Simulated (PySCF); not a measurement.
Sn(Me)2 (C2H6Sn), SMILES [CH3][Sn][CH3] (connectivity only; charge and spin as stated), neutral, multiplicity 1. Atoms are numbered in the order given.

```xyz
9

Sn     0.0000     0.0000     0.4356
C     -1.6025    -0.0001    -1.1131
H     -1.4790    -0.8899    -1.7678
H     -1.4851     0.8965    -1.7596
H     -2.6234    -0.0053    -0.6844
C      1.6025     0.0001    -1.1131
H      1.4790     0.8899    -1.7678
H      1.4851    -0.8965    -1.7596
H      2.6234     0.0053    -0.6844
```
Charge 0, spin multiplicity 1.

Geometry: PBE-D3(BJ)/def2-SVP. The def2 effective core potentials stand for the cores of Sn; spin–orbit coupling is left out.

All values below come from PySCF with B3LYP/def2-TZVPD.

Symmetry labels are those of the subgroup C2 that the program uses (full group C2).

Computed valence orbital energies around the gap with their symmetry:
| orbital | symmetry | energy (eV) |
|---|---|---|
| HOMO−7 | B | -17.87 |
| HOMO−6 | A | -11.75 |
| HOMO−5 | A | -10.75 |
| HOMO−4 | B | -10.70 |
| HOMO−3 | B | -10.36 |
| HOMO−2 | A | -10.33 |
| HOMO−1 | B | -7.14 |
| HOMO | A | -5.87 |
| LUMO | B | -2.66 |
| LUMO+1 | B | -0.11 |
| LUMO+2 | A | 0.02 |
| LUMO+3 | A | 0.46 |
